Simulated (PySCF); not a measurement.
# Working out the excitation energy of Be

Be [He] 2s2 (1S) → Be [He] 2s1 3s1 (3S). All numbers are calculated (PySCF 2.14, the non-relativistic Hamiltonian (point nucleus), in aug-cc-pCVDZ (5s4p2d, 27 functions)). Frozen: nothing. Energies in hartree (1 hartree = 27.21139 eV):

```json
{"part": "UHF", "Be (lower)": "-14.572379", "Be (upper)": "-14.375526"}
{"part": "MP2 opposite-spin", "Be (lower)": "-0.057152", "Be (upper)": "-0.030663"}
{"part": "MP2 same-spin", "Be (lower)": "-0.000617", "Be (upper)": "-0.002194"}
```

Question: What does Hartree-Fock give?

Answer: (-14.375526) − (-14.572379) = 0.196853 hartree = 5.357 eV.

Question: What do MP2 and SCS-MP2 (6/5 opposite-spin, 1/3 same-spin) give?

Answer: The opposite-spin parts differ by 0.721 eV and the same-spin parts by -0.043 eV. MP2: 5.357 + (0.721) + (-0.043) = 6.035 eV. SCS-MP2: 5.357 + 1.2 × (0.721) + (-0.043)/3 = 6.208 eV.

Measured between the centres of the two terms (NIST): 6.457 eV, so MP2 (valence and next inner shell) is off by -0.422 eV.

A double-zeta basis recovers only part of the correlation energy.

What remains against the reference includes basis incompleteness and correlation beyond second order.
